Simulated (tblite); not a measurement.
C2H6OSSi.
Numbering: `[CH3:1][C:2](=[O:3])[SiH2:4][SH:5]` (hydrogens: H6, H7, H8 on C1; H9, H10 on Si4; H11 on S5)

Computed with GFN2-xTB (tblite), gas phase: L-BFGS steps from a force-field or distance-geometry start until the largest atomic force falls under 0.01 eV/Å.

The end geometry, which sets the zero of energy:
```
atom  x, y, z in Å
C1     -1.6009   -0.5772   -0.0808
C2     -0.4010   -0.0166    0.6243
O3     -0.2287   -0.1270    1.8169
Si4     0.9385    0.8905   -0.4245
S5      2.6543   -0.3963   -0.4017
H6     -2.1380    0.2382   -0.5616
H7     -1.2674   -1.2596   -0.8606
H8     -2.2584   -1.0968    0.6128
H9      0.5412    0.9915   -1.8197
H10     1.2608    2.1569    0.2176
H11     2.5050   -0.8009    0.8512
```

**Question.** These geometries come from the run, each turned onto the end geometry. Order them by energy, lowest first.
A.
```
atom  x, y, z in Å
C1     -1.6306   -0.5539   -0.0668
C2     -0.4385   -0.0167    0.6787
O3     -0.3362   -0.0801    1.8826
Si4     0.9414    0.8663   -0.3469
S5      2.9064    0.0707   -0.0012
H6     -2.0438    0.2305   -0.7129
H7     -1.2999   -1.3950   -0.6924
H8     -2.3878   -0.8887    0.6521
H9      0.6612    0.8022   -1.7814
H10     1.0518    2.2088    0.1936
H11     2.5814   -1.2414    0.1684
```
B.
```
atom  x, y, z in Å
C1     -1.5538   -0.5727   -0.0643
C2     -0.3796    0.0257    0.6554
O3     -0.2127   -0.0680    1.8494
Si4     0.9384    0.9296   -0.4255
S5      2.7019   -0.2753   -0.2460
H6     -2.1653    0.2395   -0.4583
H7     -1.1835   -1.1499   -0.9101
H8     -2.1545   -1.2072    0.5850
H9      0.5498    0.8921   -1.8302
H10     1.2118    2.2573    0.0991
H11     2.2529   -1.0685    0.7194
```
C.
```
atom  x, y, z in Å
C1     -1.5912   -0.5879   -0.0763
C2     -0.3908    0.0059    0.6007
O3     -0.1981   -0.0970    1.7918
Si4     0.9484    0.9157   -0.4437
S5      2.6395   -0.4006   -0.3532
H6     -2.1938    0.2127   -0.4986
H7     -1.2730   -1.2295   -0.8948
H8     -2.1873   -1.1585    0.6332
H9      0.5835    1.0185   -1.8484
H10     1.2709    2.1822    0.1980
H11     2.3973   -0.8587    0.8653
```
D.
```
atom  x, y, z in Å
C1     -1.5795   -0.5760   -0.0632
C2     -0.3957   -0.0051    0.6621
O3     -0.2923   -0.0260    1.8657
Si4     0.9529    0.8945   -0.3826
S5      2.8501   -0.0744   -0.1038
H6     -2.0778    0.2569   -0.5598
H7     -1.2619   -1.2847   -0.8300
H8     -2.2749   -1.0630    0.6182
H9      0.5737    0.8450   -1.7921
H10     1.1104    2.2485    0.1275
H11     2.4003   -1.2130    0.4319
```
E.
```
atom  x, y, z in Å
C1     -1.6195   -0.5001   -0.0775
C2     -0.4423   -0.0481    0.7251
O3     -0.3256   -0.2679    1.8864
Si4     0.8813    0.8857   -0.2676
S5      2.7655    0.0266    0.3310
H6     -1.7258    0.1779   -0.9243
H7     -1.3917   -1.5108   -0.4355
H8     -2.5223   -0.5647    0.5343
H9      0.6166    0.7483   -1.7004
H10     0.8282    2.2658    0.1806
H11     2.9410   -1.2101   -0.2782
```

**Answer.** C (0.004 eV), B (0.025 eV), D (0.054 eV), A (0.101 eV), E (0.324 eV).

In the order of the answer:

```csv
step,E above end (eV),largest force (eV/Å),rms force component (eV/Å),rms distance from end (Å),rms bond change (Å),bond most changed (Å)
74,0.004,0.06,0.021,0.065,0.001,C2–Si4 -0.001
61,0.025,0.10,0.034,0.165,0.002,Si4–H9 +0.004
46,0.054,0.26,0.074,0.248,0.004,S5–H11 +0.011
35,0.101,0.78,0.218,0.354,0.013,S5–H11 +0.037
1,0.324,1.76,0.482,0.576,0.024,S5–H11 +0.065
```

The cost below is that of the whole relaxation. On an Arm Neoverse N1 with one thread, shared host with 64 logical CPUs at a one-minute load of 59, this took 0.76 s of wall time.
